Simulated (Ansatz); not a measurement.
Ansatz (an electronic-structure program) input:

Ansatz 0.2 input:
```yaml
crystal:
  periodic: [false, false, false]
  atoms:
    - {symbol: Zn, position_ang: [0.00000000, 0.00000000, 0.00000000]}
    - {symbol: Br, position_ang: [-0.00000000, -0.00000000, -2.27035735]}
    - {symbol: Br, position_ang: [0.00000000, 0.00000000, 2.27035735]}
basis:
  gaussian:
    orbitals: def2-TZVPD
hamiltonian:
  xc: {name: B97M-V}
total_charge: 1
magnetization: {spin_polarized: true, initial_magnetization: 1}
output: {forces: true}
```

Task: What final total energy does it print?

Result: -6926.16369 Eh (B97M-V/def2-TZVPD). The basis has 165 functions.

The spin state was set by rule; other spins were not relaxed.
